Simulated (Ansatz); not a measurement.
`NC(O)(F)[SiH3]`. The species carries charge 0 and has multiplicity 1.

```json
{"atom": "N1", "x (Å)": "0.0739", "y (Å)": "1.1353", "z (Å)": "-1.1069"}
{"atom": "C2", "x (Å)": "-0.2319", "y (Å)": "-0.1014", "z (Å)": "-0.4972"}
{"atom": "O3", "x (Å)": "-1.6045", "y (Å)": "-0.2070", "z (Å)": "-0.2601"}
{"atom": "F4", "x (Å)": "0.0962", "y (Å)": "-1.1046", "z (Å)": "-1.4106"}
{"atom": "Si5", "x (Å)": "0.8297", "y (Å)": "-0.3991", "z (Å)": "1.0805"}
{"atom": "H6", "x (Å)": "-0.5363", "y (Å)": "1.2875", "z (Å)": "-1.9048"}
{"atom": "H7", "x (Å)": "-0.0478", "y (Å)": "1.8992", "z (Å)": "-0.4553"}
{"atom": "H8", "x (Å)": "-1.7963", "y (Å)": "-1.0826", "z (Å)": "0.0939"}
{"atom": "H9", "x (Å)": "0.6925", "y (Å)": "0.7867", "z (Å)": "1.9662"}
{"atom": "H10", "x (Å)": "0.2728", "y (Å)": "-1.5958", "z (Å)": "1.7657"}
{"atom": "H11", "x (Å)": "2.2516", "y (Å)": "-0.6182", "z (Å)": "0.7286"}
```

(1) List the harmonic frequencies (cm⁻¹, unscaled) at PBE0-D4/def2-TZVP in Ansatz. (Best estimate.)

(2) Is this a minimum?

(3) Give the ideal-gas thermochemistry at 298.15 K and 1 bar (rigid rotor, harmonic oscillator; point group C1, symmetry number 1).

(4) And at 400, 500, 600, 800 and 1000 K?

## Answers

(1) Computed: 144, 188, 203, 212, 369, 407, 461, 508, 629, 645, 695, 820, 900, 931, 939, 962, 1077, 1131, 1294, 1374, 1645, 2224, 2234, 2262, 3509, 3619, 3826.

(2) Yes, all 27 modes are real.

(3) Zero-point energy 198.6 kJ/mol; H(298) − E = 219.5 kJ/mol; entropy 336.8 J/(mol·K), of which translation 165.7, rotation 110.5, vibration 60.7; G(298) − E = 119.1 kJ/mol.

(4) 
| T (K) | H − E (kJ/mol) | S (J/mol/K) | G − E (kJ/mol) |
| --- | --- | --- | --- |
| 400 | 232.3 | 373.4 | 82.9 |
| 500 | 246.8 | 405.9 | 43.9 |
| 600 | 263.0 | 435.3 | 1.8 |
| 800 | 298.9 | 486.8 | -90.5 |
| 1000 | 338.3 | 530.7 | -192.4 |
